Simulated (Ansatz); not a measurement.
Reaction (SMILES): [BH2] (BH2) → B atom + 2 H atom
B3LYP-D3(BJ)/def2-TZVP geometries, fixed; electronic energies without zero-point terms.
Largest species:
```xyz
3

B      0.1441    -0.0062    -0.0077
H     -0.4073    -1.0572    -0.0004
H     -0.3134     1.0880     0.0389
```
Charge 0, spin multiplicity 2.

The atomisation energy at CCSD(T) with Ansatz (an electronic-structure program), in kcal/mol, split into its Hartree-Fock and correlation parts. Cores are frozen. Open shells are unrestricted. No added dispersion term, no relativity. Functions are those of the species that has most.

```tsv
basis	X	functions	Hartree-Fock	CCSD(T)
cc-pVDZ	2	24	140.81	158.27
cc-pVTZ	3	58	143.46	166.49
cc-pVQZ	4	115	143.78	168.33
cc-pV5Z	5	201	143.85	168.80
```

Worked estimate of the basis-set limit from each neighbouring pair, with Hartree-Fock from the larger set and the correlation part extrapolated as X^-3.
Correlation parts: X = 2: 17.46, X = 3: 23.03, X = 4: 24.55, X = 5: 24.95.
- (2,3): (27·(23.03) - 8·(17.46))/19 = 25.38; with Hartree-Fock 143.46 the estimate is 168.84 kcal/mol.
- (3,4): (64·(24.55) - 27·(23.03))/37 = 25.66; with Hartree-Fock 143.78 the estimate is 169.44 kcal/mol.
- (4,5): (125·(24.95) - 64·(24.55))/61 = 25.37; with Hartree-Fock 143.85 the estimate is 169.22 kcal/mol.
The last two estimates differ by 0.22 kcal/mol; the largest set lies 0.42 from the last. Over the last step Hartree-Fock moves by 0.07 and the correlation part by 0.40.
